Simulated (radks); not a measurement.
Values are calculated unless marked as measured or tabulated.
Question: Valence configurations of Er III (all share [Xe]). Code: a radial shooting solver on a logarithmic mesh with Libxc functionals. Model: scalar-relativistic Kohn-Sham, PBEsol, spin-polarised, spherical densities, finite nucleus; open shells are filled with parallel spins first (spin-orbit coupling, left out, can overturn this in heavy ions); Fermi nuclear charge, rms radius 5.2516 fm. Order these by energy: 4f11 5d1; 4f8 5d2 6p2; 4f10 6p2; 4f11.5 5d0.5; 4f10 5d1 6p1; 4f10 5d2; 4f9 6p3; 4f11 6s1; 4f12; 4f11 6p1.

Answer: From the lowest, in eV above it: 4f12 0.000; 4f11.5 5d0.5 2.014; 4f11 6s1 4.656; 4f11 5d1 4.951; 4f11 6p1 9.703; 4f10 5d2 14.020; 4f10 5d1 6p1 20.178; 4f10 6p2 27.336; 4f9 6p3 54.389; 4f8 5d2 6p2 66.714. NIST lists [Xe] 4f12 as the ground configuration; this level of theory agrees among the configurations tried. The energies are those of spherical high-spin densities, not of single terms.
